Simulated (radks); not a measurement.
Species: Xe4+. Configuration: [Kr] 4d10 5s2 5p2. All-electron calculation, Dirac Kohn-Sham, PW91, spin-unpolarised, spherical densities, point nucleus; open shells fill j = l - 1/2 first. Program: a radial shooting solver on a logarithmic mesh with Libxc functionals.

Normalised radial functions P(r) = r R(r) (large component), r in bohr:

| r | 5s1/2 |
|---|---|
| 0.0009297 | 0.0266 |
| 0.001432 | 0.0384 |
| 0.002206 | 0.0546 |
| 0.003398 | 0.0756 |
| 0.005234 | 0.1004 |
| 0.008062 | 0.1243 |
| 0.01242 | 0.1356 |
| 0.01913 | 0.1132 |
| 0.02946 | 0.0326 |
| 0.04538 | -0.1051 |
| 0.0699 | -0.2160 |
| 0.1085 | -0.1246 |
| 0.1672 | 0.1919 |
| 0.2575 | 0.2965 |
| 0.3967 | -0.1819 |
| 0.611 | -0.4696 |
| 0.9412 | 0.2262 |
| 1.45 | 0.8948 |
| 2.233 | 0.6206 |
| 3.44 | 0.1351 |
| 5.298 | 0.0065 |
| 8.161 | 0.0000 |

5s1/2: eigenvalue -61.576 eV, 4 radial nodes at r = 0.0331, 0.131, 0.349, 0.848 bohr, <r> = 1.71 bohr, 90 % of the charge inside 2.44 bohr.
